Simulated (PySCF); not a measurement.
How methods differ on the ionisation energy of Ar⁺

Ar⁺ [Ne] 3s2 3p5 (2P) → Ar²⁺ [Ne] 3s2 3p4 (3P), as a difference of total energies. Calculation: PySCF 2.14, in x2c-QZVPPall with one added diffuse shell each of s, p, d, f type (10s7p5d3f1g, 86 functions); the spin-free X2C one-electron Hamiltonian (Gaussian nucleus). Correlated levels: valence: [Ne] frozen. The calculations carry no spin-orbit coupling.

```
           method  ionisation energy (eV)
              UHF                  26.355
    MP2 (valence)                  27.472
SCS-MP2 (valence)                  27.489
   CCSD (valence)                  27.455
CCSD(T) (valence)                  27.499
```

Question: How much does correlation contribute at CCSD(T) (valence)?

Answer: 27.499 − (26.355) = 1.144 eV, measured against UHF.

The reference lies between the lowest fine-structure levels, while these numbers refer to the centres of the terms.

Errors of the correlated levels include the incompleteness of this basis and the frozen core.

For comparison: 27.630 eV (measured; NIST Atomic Spectra Database, ionization energies).
